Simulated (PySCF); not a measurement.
C₃H₆GeO, SMILES C(#C)[CH2][GeH2][OH].

Coordinates come from a B3LYP-D3(BJ)/def2-SVP optimisation. The structure was generated by enumeration, and PubChem lists no compound with its InChIKey, so it may never have been made. The values are those of a single conformer.

Two levels are set side by side: TDA-PBE/def2-SVPD (PySCF) and TDA-B3LYP/def2-SVPD (PySCF). Vertical, same geometry. The lowest singlet is HOMO→LUMO 96 % with PBE and HOMO→LUMO 94 % with the other functional; states are paired by order. Differences are taken from unrounded values.

| quantity | TDA-B3LYP |
|---|---|
| lowest singlet excitation (eV) | 6.15 |
| lowest triplet excitation (TDA) (eV) | 5.24 |
| first bright state (f over 0.05) (eV) | 7.28 |
| its oscillator strength | 0.07 |

**Question.** What does TDA-PBE give, and how far is it from TDA-B3LYP? (Estimate from the structure and the level; the computed values follow.)

**Answer.** 
```tsv
quantity	TDA-PBE	TDA-PBE minus TDA-B3LYP
lowest singlet excitation (eV)	5.50	-0.65
lowest triplet excitation (TDA) (eV)	5.12	-0.12
first bright state (f over 0.05) (eV)	6.42	-0.86
its oscillator strength	0.08	0.01
```

Functionals without exact exchange tend to place singlet excitations lower, as here. Differences between two approximate levels are no errors against the true value.

Rough cost on one machine, each run with all the roots and properties that it gave: TDA-B3LYP against TDA-PBE about 3 times.
